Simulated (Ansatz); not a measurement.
Reaction (cleavage of the In–Al bond): `[AlH2][InH][Cl]` + HCl → `[Cl][InH][Cl]` + `[AlH3]`

Program: Ansatz. Geometries: PBE0-D4/def2-TZVP. ΔE: electronic, gas phase. CCSD(T)/CBS adds triple-zeta CCSD(T) − MP2 to the extrapolated MP2 energy (def2 sets, frozen cores). This one scheme is used for every species. Functionals use def2-TZVPP. HSE06 is defined as in plane-wave codes. def2 core potentials past Kr. For In outer-core shells are correlated without core-valence functions, which leaves a few kJ/mol of doubt a bond.

```csv
level,ΔE (kcal/mol)
r2SCAN-D4,-14.4
HSE06-D4,-12.7
r2SCAN,-14.4
MP2/def2-TZVPP,-15.1
```

(1) What does CCSD(T)/CBS give? (Estimate.)

Largest T1 diagnostic among the species: 0.014.

Answers

(1) Computed: -14.6 kcal/mol. The listed levels differ from it by 0.2, 1.9, 0.2, -0.5 kcal/mol.

At CCSD(T), def2-SVP lies −2.1 kcal/mol from the extrapolated value and def2-TZVPP +0.4 kcal/mol. In def2-TZVPP, CCSD(T) changes the Hartree–Fock value by +5.7 kcal/mol (the triples alone add +0.1 kcal/mol) and MP2 by +4.8 kcal/mol.
